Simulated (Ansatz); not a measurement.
Computed with r2SCAN-D4/def2-SVP (Ansatz, an electronic-structure program). No frequencies were computed at this level.

Ansatz 0.2 input:
```yaml
crystal:
  periodic: [false, false, false]
  atoms:
    - { symbol: B, position_ang: [2.823475, -0.587038, 0.207881] }
    - { symbol: C, position_ang: [1.393315, 0.004713, 0.121058] }
    - { symbol: C, position_ang: [1.164011, 1.386603, 0.165714] }
    - { symbol: C, position_ang: [-0.110005, 1.919708, 0.088537] }
    - { symbol: C, position_ang: [-1.205609, 1.08364, -0.03669] }
    - { symbol: C, position_ang: [-1.004908, -0.291656, -0.079485] }
    - { symbol: C, position_ang: [-2.192705, -1.196649, -0.247191] }
    - { symbol: F, position_ang: [-1.975957, -2.441231, 0.202122] }
    - { symbol: F, position_ang: [-3.283218, -0.744779, 0.39463] }
    - { symbol: F, position_ang: [-2.550928, -1.322954, -1.541983] }
    - { symbol: C, position_ang: [0.271466, -0.824092, -0.006266] }
    - { symbol: H, position_ang: [3.741418, 0.127028, 0.313609] }
    - { symbol: H, position_ang: [2.979153, -1.743161, 0.168443] }
    - { symbol: H, position_ang: [2.009795, 2.051055, 0.2636] }
    - { symbol: H, position_ang: [-0.256122, 2.988684, 0.125138] }
    - { symbol: H, position_ang: [-2.205921, 1.485263, -0.095776] }
    - { symbol: H, position_ang: [0.40274, -1.895131, -0.043343] }
basis:
  gaussian: { orbitals: def2-svp }
hamiltonian:
  xc: r2scan
  dispersion: d4
relax:
  max_steps: 150
```

Output:

```
Functional definition: r2SCAN
2052 factors; their error is unknown
mean field evaluation 1: about -16154.2674 eV, gradient 6.0e1 eV
mean field evaluation 2: about -16147.5853 eV, gradient 8.3e1 eV
mean field evaluation 4: about -16163.0952 eV, gradient 6.8e0 eV
mean field evaluation 8: about -16163.2340 eV, gradient 2.5e-1 eV
mean field evaluation 16: about -16163.1066 eV, gradient 2.3e-3 eV
mean field -16163.10656815 eV, -593.9832106323 hartree, gradient 2.1e-5 eV, S^2 0.000000; 0 other end points of the search recorded, 0 dependent functions left out
reference -16163.10657857 eV, -593.9832110155 hartree; 40, 40 occupied and 144, 144 virtual orbitals, 2052 factors
relax step   1: F+E_penalty+E_count = -16163.23890935 eV  Δ(F+E_penalty+E_count) = +0.000e0 eV  max|allowed force component| = 1.048e0 eV/Å  Δτ_max = 0.0000 Å  (32 SCF iters, accepted)
these checks for a lower state are left out or cut short: starts, cluster_reference, orbital_swaps, neighbouring_geometries, increment
2052 factors; their error is unknown
mean field -16163.19083051 eV, -593.9863072170 hartree, gradient 2.1e-5 eV, S^2 0.000000; 0 other end points of the search recorded, 0 dependent functions left out
reference -16163.19084098 eV, -593.9863076019 hartree; 40, 40 occupied and 144, 144 virtual orbitals, 2052 factors
relax step   2: F+E_penalty+E_count = -16163.32286159 eV  Δ(F+E_penalty+E_count) = -8.395e-2 eV  max|allowed force component| = 3.496e-1 eV/Å  Δτ_max = 0.0285 Å  (32 SCF iters, accepted)
these checks for a lower state are left out or cut short: starts, cluster_reference, orbital_swaps, neighbouring_geometries, increment
2052 factors; their error is unknown
mean field evaluation 32: about -16163.1977 eV, gradient 2.5e-4 eV
mean field -16163.19774258 eV, -593.9865612311 hartree, gradient 2.5e-5 eV, S^2 0.000000; 0 other end points of the search recorded, 0 dependent functions left out
reference -16163.19775307 eV, -593.9865616166 hartree; 40, 40 occupied and 144, 144 virtual orbitals, 2052 factors
relax step   3: F+E_penalty+E_count = -16163.32961066 eV  Δ(F+E_penalty+E_count) = -6.749e-3 eV  max|allowed force component| = 5.660e-2 eV/Å  Δτ_max = 0.0140 Å  (33 SCF iters, accepted)
these checks for a lower state are left out or cut short: starts, cluster_reference, orbital_swaps, neighbouring_geometries, increment
2052 factors; their error is unknown
mean field -16163.19811417 eV, -593.9865748867 hartree, gradient 2.5e-5 eV, S^2 0.000000; 0 other end points of the search recorded, 0 dependent functions left out
reference -16163.19812466 eV, -593.9865752722 hartree; 40, 40 occupied and 144, 144 virtual orbitals, 2052 factors
relax step   4: F+E_penalty+E_count = -16163.32998884 eV  Δ(F+E_penalty+E_count) = -3.782e-4 eV  max|allowed force component| = 2.513e-2 eV/Å  Δτ_max = 0.0172 Å  (32 SCF iters, accepted)
these checks for a lower state are left out or cut short: starts, cluster_reference, orbital_swaps, neighbouring_geometries, increment
2052 factors; their error is unknown
mean field -16163.19821260 eV, -593.9865785037 hartree, gradient 2.5e-5 eV, S^2 0.000000; 0 other end points of the search recorded, 0 dependent functions left out
reference -16163.19822308 eV, -593.9865788891 hartree; 40, 40 occupied and 144, 144 virtual orbitals, 2052 factors
relax step   5: F+E_penalty+E_count = -16163.33008751 eV  Δ(F+E_penalty+E_count) = -9.867e-5 eV  max|allowed force component| = 4.923e-3 eV/Å  Δτ_max = 0.0065 Å  (33 SCF iters, accepted)
2052 factors; their error is unknown
mean field evaluation 64: about -16163.3272 eV, gradient 2.5e-1 eV
mean field -16163.19821260 eV, -593.9865785037 hartree, gradient 2.5e-5 eV, S^2 0.000000; 1 other end points of the search recorded, 0 dependent functions left out
reference -16163.19822308 eV, -593.9865788891 hartree; 40, 40 occupied and 144, 144 virtual orbitals, 2052 factors
Total energy: -16163.33009800 eV, -593.9914252029 hartree
Atom 0 at     2.821096    -0.584785     0.211146 Å, force     0.004255    -0.000304     0.000725 eV/Å
Atom 1 at     1.396651     0.003806     0.122235 Å, force     0.003107    -0.000748     0.000534 eV/Å
Atom 2 at     1.174761     1.399725     0.160412 Å, force     0.000400     0.001775     0.001752 eV/Å
Atom 3 at    -0.111949     1.934579     0.085169 Å, force    -0.001711    -0.001063    -0.002356 eV/Å
Atom 4 at    -1.211377     1.081040    -0.033901 Å, force     0.002857    -0.000533     0.001271 eV/Å
Atom 5 at    -1.019246    -0.307350    -0.078008 Å, force     0.003428    -0.001807    -0.000997 eV/Å
Atom 6 at    -2.210502    -1.207868    -0.257046 Å, force    -0.004612     0.001005     0.000788 eV/Å
Atom 7 at    -1.969486    -2.454899     0.177668 Å, force     0.002510     0.000007    -0.000377 eV/Å
Atom 8 at    -3.284662    -0.744281     0.407927 Å, force     0.000710    -0.004087    -0.001136 eV/Å
Atom 9 at    -2.565301    -1.300930    -1.553235 Å, force    -0.003743    -0.000482    -0.000588 eV/Å
Atom 10 at     0.268344    -0.838411     0.001454 Å, force    -0.004416     0.000610    -0.001515 eV/Å
Atom 11 at     3.774621     0.151390     0.308515 Å, force    -0.000584    -0.000220     0.000099 eV/Å
Atom 12 at     2.985419    -1.781533     0.182816 Å, force    -0.001106     0.000580    -0.000231 eV/Å
Atom 13 at     2.035913     2.068925     0.254464 Å, force    -0.000470     0.000406    -0.000598 eV/Å
Atom 14 at    -0.265854     3.016604     0.121718 Å, force    -0.000267     0.000042     0.000659 eV/Å
Atom 15 at    -2.225617     1.486866    -0.086138 Å, force     0.000307     0.004923    -0.000190 eV/Å
Atom 16 at     0.407191    -1.922876    -0.025198 Å, force    -0.000666    -0.000104     0.002161 eV/Å
Dipole moment:     0.111188     0.440265     0.044568 e Å
```

Cost: about 60 core-seconds (a rough figure).
